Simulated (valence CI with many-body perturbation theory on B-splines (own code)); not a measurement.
## E1 transitions of Lu⁶⁴⁺

Computed by configuration interaction combined with many-body perturbation theory (CI+MBPT): five valence electrons over a frozen Dirac-Fock core [He], a basis of 9 s, 9 p, 8 d, 6 f, 3 g, 1 h functions for each j, with the one-electron correlation potential Σ1, the two-electron term Σ2, the three-electron term Σ3, Breit, model QED; selected CI, second order for the rest (own B-spline code, finite nucleus).

The last digits are not significant, and no measured levels were compared; by estimate large intervals hold to a few tenths of a per cent, small ones and those within an open d or f shell to about a per cent. Among the levels kept, up to 1200 cm⁻¹ of a level comes from second order outside the variational space, and about a tenth of that is noise between levels of different J, which matters for small intervals.

Lines 101 to 150 of 256 in falling wavelength, among levels below 82227 × 10³ cm⁻¹, chosen from the strongest by gf and those to the six lowest levels. Wavelengths and rates use the calculated energies. Electric multipoles are in the length gauge, E1 and E2 with the static RPA response of the core. Weak lines are less certain than strong ones. Lines between different terms over intervals too small for the method are left out, as are lines whose strength nearly cancels. The highest levels of a list are the least certain.

Levels are named by their leading jj configuration (3d3/2^4 stands for four electrons in 3d with j = 3/2), which in mixed levels can hold well under half, so a name can repeat and another be missing. Letters in brackets count levels of one name in rising energy.

```csv
λ vac (Å),Upper,Lower,A (s⁻¹),log gf,Branch %
8.094,(2s 2p1/2^2 2p3/2 3s) J=1/2,(2s^2 2p1/2^2 3s) J=1/2,8.37e+12,-0.78,3.9
8.092,(2s 2p1/2 2p3/2^3) J=3/2 [b],(2s^2 2p1/2 2p3/2^2) J=1/2,3.98e+12,-0.81,24.0
8.083,(2s 2p1/2^2 2p3/2 3p1/2) J=1/2,(2s^2 2p1/2^2 3p1/2) J=1/2,8.75e+12,-0.77,1.7
8.080,(2s 2p1/2^2 2p3/2 3d3/2) J=5/2 [b],(2s^2 2p1/2^2 3d3/2) J=3/2,7.38e+12,-0.36,17.2
8.077,(2s 2p1/2 2p3/2^3) J=5/2,(2s^2 2p1/2 2p3/2^2) J=3/2,3.90e+11,-1.64,5.9
8.074,(2s 2p1/2^2 2p3/2 3p1/2) J=3/2 [b],(2s^2 2p1/2^2 3p1/2) J=1/2,8.37e+12,-0.49,2.3
8.070,(2p1/2^2 2p3/2^3) J=3/2,(2s 2p1/2^2 2p3/2^2) J=3/2,1.28e+13,-0.30,64.9
8.063,(2p1/2^2 2p3/2^3) J=3/2,(2s 2p1/2^2 2p3/2^2) J=1/2,2.95e+12,-0.94,14.9
8.057,(2s 2p3/2^4) J=1/2,(2s^2 2p3/2^3) J=3/2,1.40e+13,-0.56,98.9
8.053,(2p1/2 2p3/2^4) J=1/2,(2s 2p1/2 2p3/2^3) J=1/2,8.32e+12,-0.79,31.1
8.043,(2s 2p1/2^2 2p3/2 3s) J=3/2 [b],(2s^2 2p1/2^2 3s) J=1/2,7.82e+12,-0.52,7.7
8.037,(2s 2p1/2^2 2p3/2 3d3/2) J=1/2 [b],(2s^2 2p1/2^2 3d3/2) J=3/2,8.75e+12,-0.77,2.8
8.035,(2s 2p1/2^2 2p3/2 3p3/2) J=3/2 [b],(2s^2 2p1/2^2 3p3/2) J=3/2,8.34e+12,-0.49,4.5
8.011,(2s 2p1/2^2 2p3/2 3p3/2) J=1/2 [b],(2s^2 2p1/2^2 3p3/2) J=3/2,8.20e+12,-0.80,37.8
7.903,(2s 2p1/2^2 2p3/2^2) J=1/2,(2s^2 2p1/2^2 2p3/2) J=3/2,7.34e+12,-0.86,99.1
7.896,(2s 2p1/2^2 2p3/2^2) J=3/2,(2s^2 2p1/2^2 2p3/2) J=3/2,1.35e+13,-0.30,99.3
7.841,(2s 2p1/2 2p3/2^3) J=3/2 [b],(2s^2 2p1/2 2p3/2^2) J=5/2,1.20e+13,-0.35,72.4
7.771,(2s 2p1/2 2p3/2^3) J=1/2,(2s^2 2p1/2 2p3/2^2) J=3/2,1.22e+13,-0.66,72.7
7.728,(2s 2p1/2 2p3/2^3) J=3/2 [b],(2s^2 2p1/2 2p3/2^2) J=3/2,5.01e+11,-1.75,3.0
7.570,(2p1/2^2 2p3/2^3) J=3/2,(2s 2p1/2^2 2p3/2^2) J=5/2,3.73e+12,-0.89,18.8
4.698,(2s 2p1/2 2p3/2^3) J=3/2 [a],(2s^2 2p1/2^2 2p3/2) J=3/2,1.94e+10,-3.59,0.3
4.628,(2s 2p1/2 2p3/2^3) J=5/2,(2s^2 2p1/2^2 2p3/2) J=3/2,1.85e+09,-4.45,0.0
4.526,(2s 2p1/2 2p3/2^3) J=1/2,(2s^2 2p1/2^2 2p3/2) J=3/2,7.96e+10,-3.31,0.5
4.511,(2s 2p1/2 2p3/2^3) J=3/2 [b],(2s^2 2p1/2^2 2p3/2) J=3/2,4.65e+10,-3.25,0.3
4.496,(2s 2p3/2^4) J=1/2,(2s^2 2p1/2 2p3/2^2) J=3/2,1.07e+11,-3.19,0.8
1.871,(2s^2 2p1/2^2 3p1/2) J=1/2,(2s 2p1/2^2 2p3/2^2) J=1/2,9.36e+10,-4.01,4.1
1.801,(2s^2 2p1/2^2 3s) J=1/2,(2s^2 2p1/2 2p3/2^2) J=1/2,2.49e+10,-4.61,0.0
1.776,(2s^2 2p1/2^2 3p3/2) J=3/2,(2s 2p1/2^2 2p3/2^2) J=1/2,2.59e+10,-4.31,1.1
1.751,(2s^2 2p1/2^2 3p3/2) J=3/2,(2s 2p1/2^2 2p3/2^2) J=5/2,1.30e+11,-3.62,5.5
1.671,(2s^2 2p1/2^2 3d3/2) J=3/2,(2s^2 2p1/2 2p3/2^2) J=1/2,4.94e+10,-4.08,0.0
1.655,(2s^2 2p1/2^2 3d3/2) J=3/2,(2s^2 2p1/2 2p3/2^2) J=3/2,1.15e+11,-3.72,0.1
1.638,(2s^2 2p1/2^2 3d5/2) J=5/2,(2s^2 2p1/2 2p3/2^2) J=5/2,1.22e+10,-4.53,0.0
1.633,(2s^2 2p1/2^2 3d5/2) J=5/2,(2s^2 2p1/2 2p3/2^2) J=3/2,9.63e+09,-4.64,0.0
1.591,(2s^2 2p1/2 2p3/2 3p1/2) J=3/2 [a],(2s 2p1/2^2 2p3/2^2) J=1/2,4.76e+10,-4.14,2.8
1.581,(2s^2 2p1/2 2p3/2 3p1/2) J=3/2 [b],(2s 2p1/2^2 2p3/2^2) J=1/2,4.99e+11,-3.13,12.8
1.568,(2s^2 2p1/2 2p3/2 3p1/2) J=5/2,(2s 2p1/2^2 2p3/2^2) J=5/2,1.86e+11,-3.39,8.3
1.561,(2s^2 2p1/2 2p3/2 3p1/2) J=3/2 [b],(2s 2p1/2^2 2p3/2^2) J=5/2,6.14e+11,-3.05,15.8
1.550,(2s 2p1/2^2 2p3/2 3s) J=3/2 [a],(2s 2p1/2^2 2p3/2^2) J=1/2,6.02e+13,-1.06,27.9
1.542,(2s^2 2p1/2 2p3/2 3s) J=3/2 [a],(2s^2 2p1/2 2p3/2^2) J=1/2,6.50e+11,-3.03,0.5
1.540,(2s^2 2p1/2 2p3/2 3s) J=1/2,(2s^2 2p1/2 2p3/2^2) J=1/2,6.43e+13,-1.34,24.9
1.538,(2s 2p1/2^2 2p3/2 3s) J=1/2,(2s 2p1/2^2 2p3/2^2) J=3/2,1.43e+14,-0.99,65.9
1.538,(2s 2p1/2^2 2p3/2 3s) J=1/2,(2s 2p1/2^2 2p3/2^2) J=1/2,6.56e+13,-1.33,30.2
1.537,(2s^2 2p1/2 2p3/2 3s) J=3/2 [b],(2s^2 2p1/2 2p3/2^2) J=1/2,6.35e+13,-1.05,26.1
1.536,(2s 2p1/2^2 2p3/2 3s) J=3/2 [b],(2s 2p1/2^2 2p3/2^2) J=3/2,8.07e+13,-0.94,79.0
1.536,(2s 2p1/2^2 2p3/2 3s) J=3/2 [b],(2s 2p1/2^2 2p3/2^2) J=1/2,6.09e+10,-4.06,0.1
1.536,(2s 2p1/2^2 2p3/2 3s) J=5/2,(2s 2p1/2^2 2p3/2^2) J=5/2,8.55e+13,-0.74,94.3
1.533,(2s^2 2p1/2 2p3/2 3s) J=3/2 [a],(2s^2 2p1/2 2p3/2^2) J=5/2,1.83e+13,-1.59,15.3
1.531,(2s^2 2p1/2^2 3s) J=1/2,(2s^2 2p1/2^2 2p3/2) J=3/2,1.81e+14,-0.89,100.0
1.531,(2s 2p1/2^2 2p3/2 3s) J=3/2 [a],(2s 2p1/2^2 2p3/2^2) J=5/2,1.40e+14,-0.71,64.8
1.529,(2s^2 2p1/2 2p3/2 3s) J=5/2,(2s^2 2p1/2 2p3/2^2) J=5/2,8.73e+13,-0.74,66.2
```

**Question.** How does gf follow from A for the line at 4.526 Å?

**Answer.** gf = 1.4992 × (2J+1)_upper × A / σ², with σ = 22095963 cm⁻¹ and 2J+1 = 2: gf = 0.000489.
